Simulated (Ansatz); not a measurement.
Molecule: dimethylborinic acid, C₂H₇BO, charge 0, multiplicity 1. 
Coordinates optimised at B3LYP-D3(BJ)/def2-TZVP (Ansatz, a first-principles code):
```
B
O 1 1.3670
H 2 0.9631 1 113.54
C 1 1.5715 2 116.87 3 -178.62
H 4 1.0907 1 112.96 2 -11.80
H 4 1.0936 5 108.89 1 124.89
H 4 1.0963 5 107.69 6 114.18
C 1 1.5781 2 121.14 3 1.55
H 8 1.0933 1 111.55 2 -135.20
H 8 1.0937 9 108.06 1 -126.64
H 8 1.0960 9 105.72 10 -114.64
```
Charge 0, spin multiplicity 1.

Basis-set convergence of Hartree-Fock and CCSD(T) correlation energies (hartree) with Ansatz. Correlated levels leave the core frozen unless marked. No spin-orbit coupling. Non-relativistic.

```csv
basis,functions,E(HF),"E(corr, CCSD(T))"
cc-pVDZ,91,-179.44351,-0.62620
cc-pVTZ,218,-179.49987,-0.76557
cc-pVQZ,430,-179.51245,-0.80819
```

Extrapolating the two largest sets (X = 3 and 4) as X^-3: E(corr) = (64·(-0.80819) - 27·(-0.76557))/37 = -0.8393 Eh, an estimate of the basis-set limit. The largest set recovers 96.3 % of it, the smallest 74.6 %.
